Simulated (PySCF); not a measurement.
Cl2H5NSi2, SMILES Cl[SiH2]N[SiH2]Cl.

The structure is a stationary point at PBE0-D3(BJ)/def2-SVP. The values are those of a single conformer.

The numbers are results of CAM-B3LYP/def2-TZVP (PySCF), not measurements.

Gas-phase values at a fixed geometry.

```json
{
  "total_energy": "-1557.39356 hartree",
  "point_group": "C2",
  "highest_occupied_level": "-9.77 eV",
  "lowest_empty_level": "0.85 eV",
  "orbital_gap": "10.62 eV",
  "dipole_moment": "1.00 D",
  "quadrupole, principal values (traceless, Buckingham form, about the centre of nuclear charge)": "-13.07, 5.31, 7.76 D·Å",
  "mean_static_polarisability": "78.1 bohr³ (11.57 Å³)",
  "polarisability_principal_values": "64.6, 72.3, 97.4 bohr³"
}
```
